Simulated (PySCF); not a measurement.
**Radial density of Sb (antimony, neutral)**

UHF, [Kr] 4d10 5s2 5p3, high-spin 4S determinant. All numbers are calculated (PySCF 2.14, scalar relativity through the core potential, in def2-TZVP with the def2 core potential (28 electrons) (6s5p3d2f, 50 functions)). This is the valence pseudo-density: the core potential removes the inner electrons and smooths the orbitals near the nucleus.

| r (bohr) | 4πr²ρ (e/bohr) | 4πr²(ρα − ρβ) |
| --- | --- | --- |
| 0.00399 | 1.850e-05 | 0.0000 |
| 0.00671 | 5.028e-05 | 0.0000 |
| 0.0113 | 0.0001275 | 0.0000 |
| 0.0190 | 0.0002748 | 0.0000 |
| 0.0319 | 0.0004588 | 0.0000 |
| 0.0537 | 0.0007656 | 0.0000 |
| 0.0903 | 0.002520 | 0.0000 |
| 0.152 | 0.02399 | 0.0001 |
| 0.255 | 0.3631 | 0.0011 |
| 0.430 | 5.913 | 0.0441 |
| 0.723 | 24.36 | 0.1208 |
| 1.22 | 11.20 | 0.0708 |
| 2.04 | 3.097 | 1.2199 |
| 3.44 | 1.063 | 0.7834 |
| 5.78 | 0.07208 | 0.0658 |
| 9.73 | 0.0002524 | 0.0003 |

Energies and moments cover only the electrons outside the core potential.
